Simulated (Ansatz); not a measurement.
def2 core potentials replace the inner electrons of Sn.

B3LYP has the VWN-RPA correlation part, as in Gaussian. 

Cartesian coordinates (Å):
```xyz
14

C     -0.5096     1.2449     0.8772
C     -0.3866     0.3145    -0.3188
C     -1.3062    -0.8951    -0.2697
Sn     1.6541    -0.3748    -0.4490
Cl     3.2003     1.3769    -0.5922
Cl     2.0238    -1.7895    -2.2770
Cl     2.1871    -1.5982     1.4780
H     -1.5405     1.6317     0.9460
H      0.1675     2.1090     0.8019
H     -0.2907     0.7202     1.8207
H     -0.5300     0.8720    -1.2593
H     -1.1203    -1.5071     0.6270
H     -1.1906    -1.5402    -1.1536
H     -2.3580    -0.5643    -0.2314
```
Charge 0, spin multiplicity 1.

Q: Estimate the dipole moment, LUMO and vertical ionisation energy (Delta-SCF) that B3LYP-D3(BJ)/def2-TZVP // PBE0-D3(BJ)/def2-SVP (Ansatz, a quantum-chemistry and plane-wave program) returns for this input.

A: 
```
Item                                       Value
--------------------------------------  --------
dipole moment                             4.22 D
LUMO                                    -2.46 eV
vertical ionisation energy (Delta-SCF)  10.00 eV
```
